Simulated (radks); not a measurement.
Results of a calculation; reference values are marked as such.
Numerical settings for the erbium ion Er+, [Xe] 4f12 6s1. Code: a radial shooting solver on a logarithmic mesh with Libxc functionals. Model: scalar-relativistic Kohn-Sham, PBEsol, spin-polarised, spherical densities, finite nucleus; open shells are filled with parallel spins first (spin-orbit coupling, left out, can overturn this in heavy ions); Fermi nuclear charge, rms radius 5.2516 fm. The defaults (mesh step 0.008 in ln r, mesh end at 40 bohr or more with all orbitals vanishing there, Anderson mixing 0.5 over 9 steps, residual threshold near 1e-9 with the energy settled to 1e-9 hartree or 1e-11 of itself, here a cap of 71 iterations) give E = -13080.6500 hartree and 4f at -8.907 eV in 16 iterations. Run on one thread of a shared host, so times are rough (Intel(R) Xeon(R) 6975P-C): 0.21 s of CPU time, 0.21 s wall, 16 iterations on 2360 mesh points. Changes against that run (0 stands for a change within the tolerance of the run):

| setting | iterations | converged | E (mhartree) | e(4f) (meV) | CPU (s) |
|---|---|---|---|---|---|
| mesh step in ln r 0.005 | 16 | yes | 0 | 0 | 0.35 |
| mesh step in ln r 0.003 | 17 | yes | 0 | 0 | 0.66 |
| mesh step in ln r 0.03 | 16 | yes | 0 | 0 | 0.07 |
| mesh end (bohr) 3 | 16 | level above zero | +1.64e+03 | +1.18e+04 | 0.2 |
| mesh end (bohr) 1 | 14 | level above zero | +2.63e+05 | +3.58e+05 | 0.16 |
| residual threshold 1e-16 | 71 | no | 0 | 0 | 0.48 |
| residual threshold 0.001 | 12 | yes | 0 | +0.543 | 0.19 |
| mixing 1 | 13 | yes | 0 | 0 | 0.19 |
| linear mixing, mixing 0.5 | 71 | no | +3.02e+03 | -2.89e+04 | 1.2 |
| linear mixing, mixing 0.8 | 71 | no | +6.59e+04 | -3.73e+05 | 1.9 |
| mixing history 3 | 19 | yes | 0 | 0 | 0.23 |
| iteration cap 3 | 3 | no | +125 | +385 | 0.06 |

Settled on a wrong energy, with an occupied level pushed above zero by the early mesh end: mesh end (bohr) 3 (+1.64 hartree); mesh end (bohr) 1 (+263 hartree). Apart from these: no run marked as converged misses the energy by more than 1 mhartree. A mesh that ends early acts as a hard wall.
